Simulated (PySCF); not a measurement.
This PySCF input (PBE/pcseg-1) gives -81.28295 Eh with 43 basis functions.

```python
import numpy as np, basis_set_exchange as bse
from pyscf import gto, scf, dft, df

basis = {'B': gto.basis.parse(bse.get_basis('pcseg-1', elements=['B'], fmt='nwchem')), 'H': gto.basis.parse(bse.get_basis('pcseg-1', elements=['H'], fmt='nwchem')), 'N': gto.basis.parse(bse.get_basis('pcseg-1', elements=['N'], fmt='nwchem'))}
mol = gto.M(
    atom='''
    B    -0.66503886    0.05057511   -0.01894431
    N     0.70388039    0.07004987    0.02414072
    H    -1.37605239   -0.96558513   -0.07461875
    H    -1.30721419    1.10293443   -0.00402462
    H     1.08129813   -0.88057398    0.00437982
    ''',
    basis=basis,
    charge=-1,
    verbose=4,
    max_memory=8640,
)
mf = dft.RKS(mol, xc='pbe')
mf.grids.level = 3
mf = mf.density_fit(auxbasis=df.autoaux(mol))
mf.conv_tol = 1e-9
mf.max_cycle = 100
print('smallest overlap eigenvalue', np.linalg.eigvalsh(mol.intor('int1e_ovlp'))[0])
mf.kernel()
dip = mf.dip_moment()
```

Change:
```diff
- basis = {'B': gto.basis.parse(bse.get_basis('pcseg-1', elements=['B'], fmt='nwchem')), 'H': gto.basis.parse(bse.get_basis('pcseg-1', elements=['H'], fmt='nwchem')), 'N': gto.basis.parse(bse.get_basis('pcseg-1', elements=['N'], fmt='nwchem'))}
+ basis = {'B': gto.basis.parse(bse.get_basis('6-311++G(3df,3pd)', elements=['B'], fmt='nwchem')), 'H': gto.basis.parse(bse.get_basis('6-311++G(3df,3pd)', elements=['H'], fmt='nwchem')), 'N': gto.basis.parse(bse.get_basis('6-311++G(3df,3pd)', elements=['N'], fmt='nwchem'))}
```

### Question
What does the run give now?

### Answer
-81.33616 Eh (PBE/6-311++G(3df,3pd), 132 functions), a change of -53.21 mEh.
